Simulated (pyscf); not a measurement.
Single points on ωB97X-D3(BJ)/def2-SVP structures (PySCF, gas phase). Correlated levels are frozen-core, on RHF or UHF. ΔMP2 is the change of the MP2 total energy from the triple- to the quadruple-zeta basis. Singlets are restricted, triplets unrestricted.

Singlet (Å):
```xyz
7

C     -0.7437    -0.4098    -0.3416
C     -0.0320     0.7334    -0.3409
Si     0.9908     1.1164    -1.8738
H     -1.3719    -0.7230     0.5029
H     -0.7229    -1.0879    -1.2057
H     -0.0893     1.3744     0.5490
H      1.5608     2.4484    -1.3786
```

Triplet (Å):
```xyz
7

C     -0.4183     1.5589    -0.6572
C      0.3109     0.5358    -1.1530
Si    -0.1683    -1.2313    -0.9814
H     -0.0990     2.6000    -0.7802
H     -1.3558     1.3954    -0.1131
H      1.2407     0.7651    -1.6884
H     -1.4362    -1.5468    -0.2520
```

**Question.** For these two minima of H₂C=CH–SiH:, which spin state lies lower at CCSD(T)/def2-TZVPP + ΔMP2(QZVPP), and by how much (electronic energies)?

**Answer.** The singlet, by 1.07 eV. Zero-point energy shifts E(triplet) − E(singlet) by -0.01 eV. H₂C=CH–SiH: [singlet] lies 0.56 eV over its isomer HC≡C–SiH₃, and others may lie lower still (electronic energy, ωB97M-D3(BJ)). 

E(triplet) − E(singlet) by level (eV):

| level | gap |
|---|---|
| ωB97X-D3(BJ)/def2-TZVP | +1.08 |
| PBE/def2-TZVP | +0.80 |
| r²SCAN/def2-TZVP | +0.58 |
| B3LYP-D3(BJ)/def2-TZVP | +1.00 |
| PBE0-D3(BJ)/def2-TZVP | +0.78 |
| M06-2X/def2-TZVP | +0.95 |
| ωB97M-D3(BJ)/def2-TZVP | +1.20 |
| HF/def2-TZVP | +0.28 |
| MP2/def2-QZVPP | +1.19 |
| CCSD/def2-TZVPP | +1.00 |
| CCSD(T)/def2-TZVPP | +1.03 |
| CCSD(T)/def2-TZVPP + ΔMP2(QZVPP) | +1.07 |

The triplet is the lowest one reached from the SCF start used. The CCSD(T) − MP2 part came from Ansatz, without density fitting, on the same reference. A UHF reference is spin-contaminated (<S²> up to 2.18), which harms MP2 most.
